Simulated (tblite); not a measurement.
C5H10ClNSi.
Structure used (GFN2-xTB), in Å, numbered top down from 1:
```
atom  x, y, z in Å
C1    -2.7914    0.6116   -0.4970
C2    -1.6757    0.2779    0.4855
C3    -0.3583   -0.0157   -0.2354
Si4    1.0715   -0.4332    0.9446
Cl5    0.6838   -2.1483    1.9501
C6     2.6746   -0.7451   -0.0713
C7     3.0424    0.4179   -0.8143
N8     3.3137    1.3622   -1.4005
H9    -3.7164    0.8234    0.0337
H10   -2.9683   -0.2219   -1.1734
H11   -2.5284    1.4851   -1.0896
H12   -1.5357    1.1165    1.1703
H13   -1.9649   -0.5900    1.0817
H14   -0.5227   -0.8389   -0.9365
H15   -0.0864    0.8513   -0.8410
H16    1.3221    0.6322    1.9153
H17    3.4980   -1.0060    0.5954
H18    2.5333   -1.5726   -0.7694
```

Calculated harmonic vibrations of the isolated species, GFN2-xTB (tblite), most abundant isotopes, no scaling. Against measured fundamentals such values can be off by several per cent, at times by over 20. Modes of hydrogen on silicon can be 10 to 20 % off. One conformer, not necessarily the lowest.

Harmonic wavenumbers (cm⁻¹): 31.7, 42.2, 70.3, 90.9, 108.7, 162.1, 200.7, 233.6, 252.1, 339.0, 375.9, 446.8, 508.7, 617.4, 637.4, 705.9, 733.0, 746.3, 790.7, 842.2, 951.9, 1012.9, 1015.1, 1075.2, 1081.3, 1112.9, 1181.0, 1224.9, 1250.4, 1283.2, 1353.8, 1408.3, 1416.4, 1466.7, 1496.8, 1502.7, 1503.7, 2258.5, 2404.3, 2948.7, 2969.3, 2972.0, 2979.5, 2981.9, 2987.0, 3032.2, 3035.0, 3041.3.

A = 1376, B = 934.4, C = 584.4 MHz; mass 147.027 u (most abundant isotopes); point group C1, symmetry number 1.

Zero-point energy?

½Σν̃ = 30441 cm⁻¹ = 364.16 kJ/mol.

What is S at 350 K and 1 bar for an ideal gas of classical rigid rotors and harmonic oscillators?

Translation 174.43, rotation 129.35, vibration 176.12: S = 479.9 J/(mol K).

And Cp and H(350 K) − H(0)?

Cp = 185.13 J/(mol K), of which vibrations give 151.87 (their classical limit is 48 R = 399.1); H(350 K) − H(0) = 41.07 kJ/mol without the zero-point energy, 29.43 from vibrations.

Which modes carry the vibrational entropy at 350 K?

31.7 cm⁻¹: 25.26; 42.2 cm⁻¹: 22.89; 70.3 cm⁻¹: 18.66; 90.9 cm⁻¹: 16.55; 108.7 cm⁻¹: 15.08; 162.1 cm⁻¹: 11.84 J/(mol K); the other 42 give 65.83 together.

Blend soft modes into free rotors: weight 1/[1 + (100 cm⁻¹/ν̃)⁴] for the oscillator and the rest for a rotor with moment μB/(μ + B), μ = h/(8π²ν), B = 10⁻⁴⁴ kg m². What vibrational entropy results?

154.73 J/(mol K) in place of 176.12, which changes −T·S at 350 K by +7.49 kJ/mol.

How do the functions run with temperature in this model?

```
 T (K)  S (J/(mol K))  Cp (J/(mol K))  H − H(0) (kJ/mol)  G − H(0) (kJ/mol)  ln q(vib)
    50          264.0            66.5               2.44             -10.77       1.14
   100          318.2            91.2               6.41             -25.41       3.03
298.15          451.8           166.1              31.96            -102.74       9.55
373.15          492.0           193.3              45.45            -138.15      11.73
   500          554.3           233.0              72.58            -204.58      15.25
   750          660.3           289.6             138.40            -356.82      21.64
  1000          749.2           327.7             215.87            -533.31      27.41
```

q(vib) and H(0) count from the zero-point level.

Hindered rotation and anharmonicity are outside this model. Other conformers, if any are populated, would add a mixing term that is left out. The structure is chiral; the term R ln 2 for an equal mix with its mirror image is left out.
